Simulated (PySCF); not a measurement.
C2H7ClSi, SMILES C[SiH](Cl)C.

The structure is a stationary point at B3LYP-D3(BJ)/def2-SVP.

These are TDA-PBE/def2-SVPD (PySCF) values and carry that method's errors.

Vertical excitations. The molecule is in vacuum. State labels are in the subgroup Cs.

Computed lowest excited states:
```csv
state,symmetry,energy (eV),λ (nm),f,main pairs
S1,A",7.05,176,0.004,"HOMO→LUMO 85 %, HOMO→LUMO+1 14 %"
S2,A',7.11,174,0.013,"HOMO−1→LUMO 83 %, HOMO−1→LUMO+1 16 %"
S3,A",7.18,173,0.055,"HOMO→LUMO+1 84 %, HOMO→LUMO 14 %"
S4,A',7.19,172,0.022,"HOMO−1→LUMO+1 82 %, HOMO−1→LUMO 16 %"
S5,A",7.63,163,0.035,HOMO−1→LUMO+2 98 %
S6,A',7.69,161,0.027,HOMO→LUMO+2 95 %
S7,A",7.96,156,0.007,HOMO→LUMO+3 99 %
S8,A',8.06,154,0.061,HOMO−1→LUMO+3 96 %
S9,A",8.18,152,0.027,"HOMO−2→LUMO 85 %, HOMO−2→LUMO+1 13 %"
S10,A",8.29,150,0.000,HOMO−2→LUMO+1 86 %
T1,A',6.74,184,0,HOMO−1→LUMO 96 %
T2,A",6.77,183,0,HOMO→LUMO 95 %
T3,A",7.02,177,0,HOMO→LUMO+1 95 %
T4,A',7.04,176,0,HOMO−1→LUMO+1 96 %
```
Triplets are in the Tamm–Dancoff approximation.
